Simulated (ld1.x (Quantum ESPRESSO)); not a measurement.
Which change was made? (Ne, TM semilocal)

Ne, norm-conserving Troullier–Martins (semilocal form), made with ld1.x (Quantum ESPRESSO) 7.5 (PBE, scalar-relativistic). Core [He], reference 2s2 2p6. Waves: 2p (bound): rc 1.65 bohr; 2s (bound): rc 0.65 bohr. Local part: the s channel. Core correction: Bessel-smoothed model core inside 0.60 bohr.

Cutoffs, loose and tight: the cutoffs (Ry, on a coarse ladder) from which the occupation-weighted sum of valence levels, in a spherical-Bessel basis at the reference potential, stays within 10 and 1 mRy of its value at 400 Ry. They do not see the model core or the augmentation charge, which bear on the density cutoff. Test errors are all-electron minus pseudo excitation energies from the reference, over the configurations 2s2 2p5; 2s2 2p4; 2s2 2p3; 2s2 2p5.5; 2s1 2p6; 2s2 2p2; variants that change the core or the reference have their own tests.

The base gives: outcome: generated; cutoff, loose: 200 Ry; cutoff, tight: 300 Ry; bound ghosts: none; largest test error (meV): +4898.

Q: After one change the result is: outcome: generated; bound ghosts: not determined; largest test error (meV): -3301. Which change was it?
A. reference 2s2 2p4
B. wave 2p (bound): rc 1.65 bohr becomes 2p (bound): rc 2.42 bohr
C. wave 2s (bound): rc 0.65 bohr becomes 2s (bound): rc 0.78 bohr
D. type ultrasoft, which also changes the form from semilocal to separable; waves now 2s (bound): rcut 0.55, rcutus 0.65 bohr; 2s channel at -2.25 Ry: rcut 0.55, rcutus 0.65 bohr; 2p (bound): rcut 1.45, rcutus 1.65 bohr; 2p channel at 0.05 Ry: rcut 1.45, rcutus 1.65 bohr; local potential all-electron potential smoothed inside 0.75 bohr (lloc = -2); augmentation built from norm-conserving waves at rcut, not smoothed further
E. type PAW, which also changes the form from semilocal to separable; waves now 2s (bound): rcut 0.55, rcutus 0.65 bohr; 2s channel at 2.7 Ry: rcut 0.55, rcutus 0.65 bohr; 2p (bound): rcut 1.45, rcutus 1.65 bohr; 2p channel at -0.65 Ry: rcut 1.45, rcutus 1.65 bohr; local potential all-electron potential smoothed inside 0.75 bohr (lloc = -2); augmentation BESSEL, radius 0.45 bohr

A: D. The others give: wave 2s (bound): rc 0.65 bohr becomes 2s (bound): rc 0.78 bohr → outcome: generated; cutoff, loose: 160 Ry; cutoff, tight: 260 Ry; bound ghosts: none; largest test error (meV): +4940 | wave 2p (bound): rc 1.65 bohr becomes 2p (bound): rc 2.42 bohr → outcome: generated; cutoff, loose: 200 Ry; cutoff, tight: 300 Ry; bound ghosts: none; largest test error (meV): +16833 | reference 2s2 2p4 → outcome: generated; cutoff, loose: 230 Ry; cutoff, tight: 300 Ry; bound ghosts: none; largest test error (meV): +2274 | type PAW, which also changes the form from semilocal to separable; waves now 2s (bound): rcut 0.55, rcutus 0.65 bohr; 2s channel at 2.7 Ry: rcut 0.55, rcutus 0.65 bohr; 2p (bound): rcut 1.45, rcutus 1.65 bohr; 2p channel at -0.65 Ry: rcut 1.45, rcutus 1.65 bohr; local potential all-electron potential smoothed inside 0.75 bohr (lloc = -2); augmentation BESSEL, radius 0.45 bohr → outcome: generated; cutoff, loose: 70 Ry; cutoff, tight: 120 Ry; bound ghosts: none; largest test error (meV): +631. In the semilocal form every listed channel keeps its own potential, so the choice of the local channel does not act on these tests. It acts once the file is put into the separable form.
